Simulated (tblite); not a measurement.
Input of a run (GFN2-xTB geometry optimisation, gas phase (tblite 0.8.0)), started from a force field or distance geometry:
```
{"job": {"kind": "relax", "xc": "GFN2-xTB", "basis": "xTB"}, "charge": 0, "multiplicity": 1}
C      3.256300    -0.457900     0.830600
C      1.823800    -0.250500     0.530100
C      0.670200    -0.100500     0.309600
C     -0.736800     0.083800     0.021600
Si    -1.211200     1.801300    -0.563400
C     -1.516300    -1.103300    -0.521400
C     -1.755300    -0.625600     0.876600
F     -1.308800    -1.452400     1.902800
H      3.813100    -0.663700    -0.084300
H      3.673700     0.434200     1.304400
H      3.386700    -1.301100     1.511000
H     -0.538200     2.125300    -1.851900
H     -2.682900     1.863200    -0.793800
H     -0.866700     2.837000     0.437100
H     -1.004500    -2.045000    -0.631000
H     -2.301800    -0.945400    -1.234200
H     -2.708300    -0.187300     1.139500
```

Output (eV, eV/Å):
```
step      E/eV     max force
  0    -647.85663    2.881
  1    -647.74622    6.047
  2    -647.92801    0.458
  3    -647.93447    0.190
  4    -647.93878    0.287
  5    -647.94207    0.176
  6    -647.94623    0.198
  7    -647.95045    0.137
  8    -647.95297    0.131
  9    -647.95428    0.087
 10    -647.95511    0.068
 11    -647.95568    0.064
 12    -647.95601    0.048
 13    -647.95622    0.040
 14    -647.95641    0.041
 15    -647.95660    0.033
 16    -647.95677    0.032
 17    -647.95689    0.024
 18    -647.95698    0.031
 19    -647.95706    0.024
 20    -647.95715    0.026
 21    -647.95723    0.027
 22    -647.95733    0.026
 23    -647.95744    0.030
 24    -647.95756    0.024
 25    -647.95767    0.028
 26    -647.95775    0.021
 27    -647.95779    0.014
 28    -647.95781    0.009
```

Q: Summarise the run.

A: The energy falls by 9.8 kJ/mol over 28 L-BFGS steps, the largest force on an atom goes from 2.88 to 0.009 eV/Å, and the atoms move by 0.043 Å rms after alignment. The bond that changes most is C1–C2 (propargylic carbon to alkyne carbon), which shortens by 0.032 Å. Bonds longer at the end by more than 0.005 Å: 3 of 17; shorter: 7. Among the angles that change most is C4–Si5–H14, from 111.8° to 108.7°. The energy rose by more than 1e-5 eV at step 1.

Q: What are the final bond lengths?

A: C1–C2 1.446 Å, C2≡C3 1.200 Å, C3–C4 1.430 Å, C4–Si5 1.895 Å, C4–C6 1.518 Å, C6–C7 1.487 Å, C7–F8 1.363 Å, C4–C7 1.507 Å, C1–H9 1.090 Å, C1–H10 1.090 Å, C1–H11 1.090 Å, Si5–H12 1.462 Å, Si5–H13 1.466 Å, Si5–H14 1.461 Å, C6–H15 1.080 Å, C6–H16 1.080 Å, C7–H17 1.084 Å. Numbering counts from 1 in the input's order; the species is `C1[C@](C#CC)([C@@H]1F)[SiH3]`.

GFN2-xTB frequencies show an imaginary mode (32i cm⁻¹), so the point is no minimum at that level. 2 starts were optimised and ended at 0.00 and 0.02 kcal/mol (GFN2-xTB); the lowest of these is shown.

These are computed values.
